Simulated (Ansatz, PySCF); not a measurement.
Isomers of CH6Si3. Isolated molecules, 0 K electronic values unless said otherwise. Strings in code marks are SMILES.

Quantity: electronic energy of isomers of CH6Si3 relative to `C1=[SiH][SiH2][SiH2]1`, in eV.

Level 1: B3LYP/cc-pVTZ // PBE0-D3(BJ)/def2-TZVP (Ansatz, a first-principles code)
Level 2: PBE-D3(BJ)/def2-TZVP // PBE0-D3(BJ)/def2-TZVP (PySCF)
Level 3: r2SCAN0/cc-pVTZ // PBE0-D3(BJ)/def2-TZVP (Ansatz)
Level 4: frozen-core MP2/6-31G* // PBE0-D3(BJ)/def2-TZVP (PySCF)

| species | level 1 | level 2 | level 3 | level 4 |
|---|---|---|---|---|
| `C=[Si]1[SiH2][SiH2]1` | 1.00 | 0.94 | 1.07 | 1.15 |
| `[SiH2]=C=[SiH][SiH3]` | 1.57 | 1.79 | 1.92 | (withheld) |
| `C1[SiH]=[SiH][SiH2]1` | 0.073 | -0.025 | -0.030 | 0.066 |
| `C[Si]1=[SiH][SiH2]1` | (withheld) | 0.334 | 0.363 | (withheld) |
| `C[SiH]1[SiH]=[SiH]1` | 0.50 | 0.351 | (withheld) | (withheld) |

Q: What belongs in the gaps?

A: 
- `[SiH2]=C=[SiH][SiH3]`, level 4: 1.67
- `C[Si]1=[SiH][SiH2]1`, level 1: 0.48
- `C[Si]1=[SiH][SiH2]1`, level 4: 0.50
- `C[SiH]1[SiH]=[SiH]1`, level 3: 0.388
- `C[SiH]1[SiH]=[SiH]1`, level 4: 0.49
